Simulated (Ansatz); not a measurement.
The lowest singlet and triplet of NP (SMILES N#P); geometries from B3LYP-D3(BJ)/def2-TZVP, each state relaxed from the structure named, with no frequency check.
Singlet (charge 0, multiplicity 1):
```xyz
2

N      0.000     0.000    -1.011
P      0.000     0.000     0.472
```
Triplet (charge 0, multiplicity 3):
```tsv
atom	x (Å)	y (Å)	z (Å)
N	0.0000	0.0000	-1.1142
P	0.0000	0.0000	0.5200
```

| level | gap E(singlet) − E(triplet), adiabatic (eV) | cost |
|---|---|---|
| R-SVWN5/def2-TZVPP | -3.788 | ×0.9 |
| U-SVWN5/def2-TZVPP | -3.788 | ×0.9 |
| R-PBE/def2-TZVPP | -3.358 | ×1 |
| U-PBE/def2-TZVPP | -3.358 | ×1 |
| R-r2SCAN/def2-TZVPP | -3.158 | ×2 |
| U-r2SCAN/def2-TZVPP | -3.158 | ×3 |
| R-B3LYP/def2-TZVPP | -3.267 | ×1 |
| U-B3LYP/def2-TZVPP | -3.267 | ×1 |
| R-PBE0/def2-TZVPP | -3.160 | ×1 |
| U-PBE0/def2-TZVPP | -3.160 | ×1 |
| R-BHLYP/def2-TZVPP | -2.986 | ×1 |
| U-BHLYP/def2-TZVPP | -2.986 | ×1 |
| R-wB97X-V/def2-TZVPP | -3.337 | ×3 |
| U-wB97X-V/def2-TZVPP | -3.337 | ×3 |
| R-wB97M-V/def2-TZVPP | -3.529 | ×3 |
| U-wB97M-V/def2-TZVPP | -3.529 | ×3 |
| R-B2PLYP/def2-TZVPP | -3.628 | ×2 |
| U-B2PLYP/def2-TZVPP | -3.628 | ×2 |
| SA-CASSCF(10,8)/cc-pV(D+d)Z | -3.287 | - |
| SA-CASSCF(10,8)/cc-pV(T+d)Z | -3.324 | - |
| SA-CASSCF(10,8)/cc-pV(Q+d)Z | -3.344 | - |
| SC-NEVPT2 on SA-CASSCF(10,8)/cc-pV(D+d)Z | -3.110 | - |
| SC-NEVPT2 on SA-CASSCF(10,8)/cc-pV(T+d)Z | -3.197 | - |
| SC-NEVPT2 on SA-CASSCF(10,8)/cc-pV(Q+d)Z | -3.258 | - |
| FIC-NEVPT4(SD) on SA-CASSCF(10,8)/cc-pV(D+d)Z | -3.018 | - |
| FIC-NEVPT4(SD) on SA-CASSCF(10,8)/cc-pV(T+d)Z | -3.115 | - |
| FIC-NEVPT4(SD) on SA-CASSCF(10,8)/cc-pV(Q+d)Z | -3.185 | - |
| FIC-MRCISD+Q on SA-CASSCF(10,8)/cc-pV(D+d)Z | -3.024 | - |
| FIC-MRCISD+Q on SA-CASSCF(10,8)/cc-pV(T+d)Z | -3.128 | - |
| FIC-MRCISD+Q on SA-CASSCF(10,8)/cc-pV(Q+d)Z | -3.201 | - |

The rows run from -3.788 (R-SVWN5/def2-TZVPP) to -2.986 eV (R-BHLYP/def2-TZVPP). The 9 U-functionals in def2-TZVPP without D3 or D4 span 0.803, from U-SVWN5 to U-BHLYP.

A positive gap puts the triplet lower; no zero-point energy. R- takes a restricted singlet. U- takes an unrestricted singlet (broken symmetry where lower, unprojected). The triplet is unrestricted in single-reference levels. Active spaces average the two states.

Correlated levels freeze the cores.

Programs: Ansatz (Gaussian basis) for Hartree–Fock, density functionals and correlated methods. Values without a source in brackets are computed.

Costs are rough ratios of core time to R-PBE/def2-TZVPP (about 4 s over the structures, on one shared machine); a dash marks a level with no comparable run of its own.

Ansatz is an electronic-structure program.
